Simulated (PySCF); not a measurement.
**How the method moves the HOMO and LUMO of `C=N[SiH2]C[SiH3]`**

Species: C2H9NSi2.
Z-matrix (Å and degrees, PBE0-D3(BJ)/def2-SVP geometry), rows numbered from 1:
```
C 
N   1  1.2605
Si  2  1.7579  1  126.42
C   3  1.8712  2  106.89  1   124.35
Si  4  1.8883  3  113.57  2    39.70
H   1  1.1125  2  124.57  3     1.18
H   1  1.1065  2  120.52  3  -178.80
H   3  1.4926  2  106.88  1  -117.84
H   3  1.5041  2  111.85  1     1.38
H   4  1.1032  3  108.84  2   161.60
H   4  1.1033  3  109.71  2   -81.70
H   5  1.4917  4  110.82  3   -74.00
H   5  1.4944  4  110.67  3    47.49
H   5  1.4975  4  109.65  3   166.58
```

Basis pcSseg-1 throughout (PySCF), one geometry. Isolated species at its PBE0-D3(BJ)/def2-SVP geometry (one conformer only).

Task: How do the orbital energies, the gap and the dipole change with the method?

Result: 
```csv
method,kind,HOMO (eV),LUMO (eV),gap (eV),μ (D),SCF cycles
BLYP,GGA,-5.62,-1.89,3.73,1.71,15
OPBE,GGA,-5.70,-1.94,3.76,1.71,15
PBE,GGA,-5.73,-2.04,3.68,1.72,15
B97-D,GGA,-5.75,-1.93,3.82,1.75,15
LDA,LDA,-5.80,-2.28,3.53,1.76,15
BP86,GGA,-5.84,-2.13,3.71,1.75,15
KT2,GGA,-5.87,-1.97,3.89,1.70,16
KT3,GGA,-5.88,-1.94,3.93,1.67,15
B97-2,global hybrid,-6.88,-0.98,5.90,1.85,13
B3LYP,global hybrid,-6.90,-1.15,5.75,1.83,13
PBE0,global hybrid,-7.13,-0.92,6.21,1.87,13
mPW1PW91,global hybrid,-7.16,-0.92,6.24,1.88,13
BHandHLYP,global hybrid,-8.47,0.33,8.80,1.98,12
CAM-B3LYP,range-separated hybrid,-8.51,0.33,8.84,1.90,12
wB97X-D,range-separated hybrid,-9.03,0.96,9.99,1.93,13
LC-wPBE,range-separated hybrid,-9.85,1.53,11.39,1.99,13
HF,Hartree–Fock,-10.63,3.20,13.84,2.22,10
```

The HOMO spans 5.01 eV, from BLYP down to HF, and the gap runs from 3.53 eV (LDA) to 13.84 eV (HF). Over the methods BLYP (0 %), OPBE (0 %), PBE (0 %), B97-D (0 %), LDA (0 %), BP86 (0 %), KT2 (0 %), KT3 (0 %), B97-2 (21 %), B3LYP (20 %), PBE0 (25 %), mPW1PW91 (25 %), BHandHLYP (50 %), HF (100 %), a straight line through the gap against the share of exact exchange rises by 1.01 eV for each 10 % (correlation coefficient 0.999). The dipole ranges from 1.67 D (KT3) to 2.22 D (HF). This basis has no diffuse functions.
